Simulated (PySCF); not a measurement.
The multiplicity is imposed and other spin states were not computed.

Cartesian coordinates (Å):
```xyz
7

Cd    -0.0089    -0.0182    -0.0015
N      1.2161    -0.9353     1.3194
H      0.8265    -0.9325     2.2729
H      2.1223    -0.4517     1.3924
N     -1.3985     0.6394    -1.3142
H     -1.2569     0.2458    -2.2555
H     -1.3508     1.6609    -1.4344
```
Charge 0, spin multiplicity 1.

Question: Give the charge on the central atom (Mulliken), HOMO–LUMO gap and HOMO at the level PBE-D3(BJ)/def2-TZVP // PBE-D3(BJ)/def2-SVP (PySCF 2.14.0).

Answer: 
```json
{
  "charge on the central atom (Mulliken)": "0.66 e",
  "HOMO–LUMO gap": "3.91 eV",
  "HOMO": "-5.41 eV"
}
```
